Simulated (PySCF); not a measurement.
Al2H4, SMILES [AlH2][AlH2]. Atoms are numbered in the order given.

```xyz
6

Al     0.0000     0.0000    -1.2976
Al     0.0000     0.0000     1.2976
H      0.9547     0.9547    -2.1417
H     -0.9547    -0.9547    -2.1417
H      0.9547    -0.9547     2.1417
H     -0.9547     0.9547     2.1417
```
Charge 0, spin multiplicity 1.

Geometry optimised at TPSSh-D3(BJ)/def2-TZVP.

All values below come from B3LYP/pcJ-1 (PySCF).

Isotropic couplings with Fermi-contact, spin-dipole and both spin-orbit terms, one fixed conformer, no vibrational averaging. Isotopes: 1H.

Computed spin–spin coupling constants:
| pair | bonds apart | J (Hz) |
|---|---|---|
| H3–H4 | 2 | 18.2 |
| H5–H6 | 2 | 18.2 |
| H3–H5 | 3 | 5.1 |
| H3–H6 | 3 | 5.1 |
| H4–H5 | 3 | 5.1 |
| H4–H6 | 3 | 5.1 |
